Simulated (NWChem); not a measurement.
Program: NWChem. System: AlN, charge 0, spin multiplicity 3, at a geometry optimised with UB3LYP/def2-SVP. The structure started from a generated list of species. Its SCF solution wasn't tested for a lower state. Level: UMP2/def2-TZVP, 6 core orbitals frozen.

Job file:

```
start mol
memory heap 200 mb stack 900 mb global 1100 mb
geometry units angstroms nocenter noautoz
  Al     0.000000     0.000000     0.629174
  N      0.000000     0.000000    -1.168467
  symmetry group C2v
end
basis spherical
  * library def2-tzvp
end
scf
  uhf
  nopen 2
  maxiter 100
  thresh 1e-7
  semidirect memsize 60000000 filesize 0
  # guess.movecs holds the orbitals of an unrestricted PBE0 run
  vectors input guess.movecs output mol.movecs
end
mp2
  freeze core 6
end
task mp2 energy
```

Output (cleaned and shortened):

```
             Northwest Computational Chemistry Package (NWChem) 7.3.0
             --------------------------------------------------------

                                NWChem Input Module
                                -------------------

 Scaling coordinates for geometry "geometry" by  1.889725989
 (inverse scale =  0.529177249)

 Turning off AUTOSYM since
 SYMMETRY directive was detected!

                             Geometry "geometry" -> ""
                             -------------------------

 Output coordinates in angstroms (scale by  1.889725989 to convert to a.u.)

  No.       Tag          Charge          X              Y              Z
 ---- ---------------- ---------- -------------- -------------- --------------
    1 Al                  13.0000     0.00000000     0.00000000     0.62917400
    2 N                    7.0000     0.00000000     0.00000000    -1.16846700

 Effective nuclear repulsion energy (a.u.)      26.7879569163

            Nuclear Dipole moment (a.u.)
            ----------------------------
        X                 Y               Z
 ---------------- ---------------- ----------------
     0.0000000000     0.0000000000    -0.0000132281

      Symmetry information
      --------------------

 Group name             C2v
 Group number             16
 Group order               4
 No. of unique centers     2

      Symmetry unique atoms

     1    2


 Summary of "ao basis" -> "" (spherical)
 ------------------------------------------------------------------------------
       Tag                 Description            Shells   Functions and Types
 ---------------- ------------------------------  ------  ---------------------
 *                         def2-tzvp                  on all atoms

 Summary of "ao basis" -> "ao basis" (spherical)
 ------------------------------------------------------------------------------
       Tag                 Description            Shells   Functions and Types
 ---------------- ------------------------------  ------  ---------------------
 Al                        def2-tzvp                13       37   5s5p2d1f
 N                         def2-tzvp                11       31   5s3p2d1f

                                 NWChem SCF Module
                                 -----------------

  ao basis        = "ao basis"
  functions       =    68
  atoms           =     2
  alpha electrons =    11
  beta  electrons =     9
  charge          =   0.00
  wavefunction    = UHF
  use symmetry    = T
  symmetry adapt  = T

 Summary of "ao basis" -> "ao basis" (spherical)
 ------------------------------------------------------------------------------
       Tag                 Description            Shells   Functions and Types
 ---------------- ------------------------------  ------  ---------------------
 Al                        def2-tzvp                13       37   5s5p2d1f
 N                         def2-tzvp                11       31   5s3p2d1f

      Symmetry analysis of basis
      --------------------------

        a1         30
        a2          6
        b1         16
        b2         16

 Forming initial guess at       0.0s

   Symmetry analysis of molecular orbitals - initial alpha
   -------------------------------------------------------

  Numbering of irreducible representations:

     1 a1          2 a2          3 b1          4 b2

  Orbital symmetries:

     1 a1          2 a1          3 a1          4 b1          5 a1
     6 b2          7 a1          8 a1          9 b1         10 b2
[...]
  Mulliken analysis of the alpha density
  --------------------------------------

    Atom       Charge   Shell Charges
 -----------   ------   -------------------------------------------------------
    1 Al  13     6.37   1.00  0.33  0.66  0.51  0.42  1.46  1.14  0.41  0.26  0.09  0.05  0.03  0.02
    2 N    7     4.63   0.41  0.58  0.32  0.51  0.11  1.03  1.18  0.49  0.00  0.00  0.00

   Mulliken analysis of the beta density
   -------------------------------------

    Atom       Charge   Shell Charges
 -----------   ------   -------------------------------------------------------
    1 Al  13     6.28   1.00  0.33  0.66  0.58  0.34  1.45  1.14  0.41  0.16  0.11  0.03  0.05  0.01
    2 N    7     2.72   0.41  0.58  0.28  0.45  0.16  0.26  0.32  0.27  0.00  0.00  0.00

   Mulliken analysis of the spin density
   -------------------------------------

    Atom       Charge   Shell Charges
 -----------   ------   -------------------------------------------------------
    1 Al  13     0.10  -0.00 -0.00  0.00 -0.07  0.08  0.01  0.00  0.00  0.10 -0.02  0.02 -0.02  0.01
    2 N    7     1.90   0.00 -0.00  0.05  0.06 -0.06  0.78  0.85  0.22 -0.00 -0.00  0.00

       Multipole analysis of the density wrt the origin
       ------------------------------------------------

     L   x y z        total         alpha         beta         nuclear
     -   - - -        -----         -----         ----         -------
     0   0 0 0     -0.000000    -11.000000     -9.000000     20.000000

     1   1 0 0      0.000000     -0.000000      0.000000      0.000000
     1   0 1 0     -0.000000      0.000000     -0.000000      0.000000
     1   0 0 1      0.569141      2.184140     -1.614985     -0.000013

     2   2 0 0    -12.033660     -7.100667     -4.932993      0.000000
     2   1 1 0     -0.000000     -0.000000     -0.000000      0.000000
     2   1 0 1      0.000000      0.000000      0.000000      0.000000
     2   0 2 0    -13.934862     -7.004451     -6.930411      0.000000
     2   0 1 1      0.000000      0.000000     -0.000000      0.000000
     2   0 0 2    -16.002672    -41.469027    -27.040379     52.506733

                   NWChem MP2 Semi-direct Energy/Gradient Module
                   ---------------------------------------------

  Basis functions       =     68
  Molecular orbitals    =     68
  Frozen core           =      6
  Frozen virtuals       =      0
  Active alpha occupied =      5
  Active beta occupied  =      3
  Active alpha virtual  =     57
  Active beta virtual   =     59
  Use MO symmetry       = T
  Use skeleton AO sym   = T

  AO/Fock/Back tols     =   1.0D-09  1.0D-09  1.0D-09

 GA uses MA = F    GA memory limited = T

 Available:
  local mem=  1.26D+08
 global mem=  1.44D+08
 local disk=  0.00D+00
  mp2_memr nvloc                    57
  nvloc new                    57
   1 passes of   5:        4194304                      23677                   2272536.
   1 passes of   5: M    126150524           G      144169952           F     121956220.

 Semi-direct pass number   1 of   1  for UHF alpha       at        0.7s
  vrange nnbf                  2337
  mp2_eaftype                    10  avail_ma_in_mb                  1099
 EAF : mp2_eaftype filesize          10    1136268.
  mp2_eaf for mointskh                     10
Node 0 wrote      5.3 Mb in      0.0 s     Agg I/O rate:  2266.4 Mb/s
 Done moints_semi at        1.5s
  mp2_eaftype                    10  avail_ma_in_mb                  1089
 EAF : mp2_eaftype filesize          10    1136268.
  mp2_eaf for kh                    10
 Done maket at        1.5s
 Done multipass loop at        1.5s

 GA uses MA = F    GA memory limited = T

 Available:
  local mem=  1.26D+08
 global mem=  1.44D+08
 local disk=  0.00D+00
  mp2_memr nvloc                    59
  nvloc new                    59
   1 passes of   3:        4194304                      18279                   1414390.
   1 passes of   3: M    126150524           G      144169952           F     121956220.

 Semi-direct pass number   1 of   1  for UHF beta        at        1.6s
  vrange nnbf                  2337
  mp2_eaftype                    10  avail_ma_in_mb                  1099
 EAF : mp2_eaftype filesize          10     707195.
  mp2_eaf for mointskh                     10
Node 0 wrote      3.3 Mb in      0.0 s     Agg I/O rate:  1707.7 Mb/s
 Done moints_semi at        2.4s
  mp2_eaftype                    10  avail_ma_in_mb                  1089
 EAF : mp2_eaftype filesize          10     707195.
  mp2_eaf for kh                    10
 Done maket at        2.4s
 Done multipass loop at        2.4s

          -------------------------------------------
          SCF energy                -296.298038765853
          Correlation energy          -0.184557826297
          Singlet pairs                0.000000000000
          Triplet pairs                0.000000000000
          Total MP2 energy          -296.482596592150
          -------------------------------------------

          ---------------------------------------------------
                    Spin Component Scaled (SCS) MP2
          Same spin pairs                     -0.042983805351
          Same spin scaling factor             0.333333333333
          Opposite spin pairs                 -0.141574020946
          Opposite spin scaling fact.          1.200000000000
          SCS-MP2 correlation energy          -0.184216760252
          Total SCS-MP2 energy              -296.482255526105
          ---------------------------------------------------

 -----------------------
 Performance information
 -----------------------

 Timer overhead =  1.07D-07 seconds/call

               Nr. of calls         CPU time (s)                 Wall time (s)                GFlops
             ---------------    -------------------     ------------------------------   -------------------
Name         Min   Avg   Max    Min     Avg     Max     Min     Avg     Max   Mx/calls   Min     Max     Sum
mp2: moin     2     2     2    1.6     1.6     1.6      1.6     1.6     1.6    0.82      0.0     0.0     0.0
mp2: make     2     2     2   3.28E-2 3.28E-2 3.28E-2  3.28E-2 3.28E-2 3.28E-2 1.64E-2   0.0     0.0     0.0
mp2: tota     1     1     1    1.7     1.7     1.7      1.7     1.7     1.7     1.7      0.0     0.0     0.0

 The average no. of pstat calls per process was 5.00D+00
 with a timing overhead of 5.36D-07s

 Task  times  cpu:        2.4s     wall:        2.4s

 Total times  cpu:        2.4s     wall:        2.4s
```
